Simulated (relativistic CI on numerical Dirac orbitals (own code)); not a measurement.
Pd3+: 3d photoemission

Computed with this model: Dirac-Coulomb-Breit CI, KLI orbitals optimised for each configuration, model QED (radiative potential, 1s self-energy scaled to tabulated hydrogen-like ionisation energies), valence Slater integrals scaled by 0.8, multiplet model of photoemission in the sudden approximation; configurations [Kr] 4d7 → [Ar] 3d9 4s2 4p6 4d7; 80 K; Lorentzian 0.21 eV and Gaussian 0.5 eV FWHM. Energies are those of the free ion, without screening or charge transfer. The energies are binding energies and can lie tens of eV above those of solids. S is read from ⟨S²⟩ = S(S + 1).

Field parameters in Wybourne normalisation: Oh B⁴₀ = 21Dq, B⁴₄ = √(5/14) B⁴₀; Td as Oh with Dq negative (B⁴₀ = 21Dq, B⁴₄ = √(5/14) B⁴₀). The field is a parameter set, without covalency.

Computed curve for Oh, 10Dq = 20850 cm⁻¹, scaled to 100 at the maximum (points under 2 are left out and the grid is thinned):

```tsv
Energy (eV)	Intensity
384.3	2.1
384.5	3.1
384.7	5.3
385.0	17.0
385.2	33.8
385.4	54.4
385.6	77.3
385.9	100.0
386.1	91.8
386.3	67.0
386.5	41.1
386.7	24.9
387.0	15.2
387.2	13.5
387.4	12.7
387.6	11.8
387.9	11.3
388.1	11.0
388.3	9.3
388.5	8.0
388.7	7.8
389.0	8.8
389.2	10.5
389.4	12.7
389.6	14.5
389.9	16.0
390.1	15.8
390.3	14.8
390.5	13.7
390.7	13.0
391.0	14.3
391.2	17.6
391.4	22.2
391.6	26.5
391.8	30.3
392.1	31.4
392.3	26.9
392.5	21.1
392.7	16.9
393.0	14.1
393.2	13.5
393.4	12.7
393.6	10.6
393.8	8.5
394.1	7.2
394.3	7.3
394.5	8.2
394.7	9.1
395.0	9.0
395.2	8.6
395.4	8.4
395.6	7.8
395.8	6.4
396.1	4.8
396.3	4.5
396.5	4.3
396.7	3.5
397.0	2.3
397.2	2.1
397.4	2.0
```

The ground state has S = 0.64, and the centroid lies at 388.86 eV.
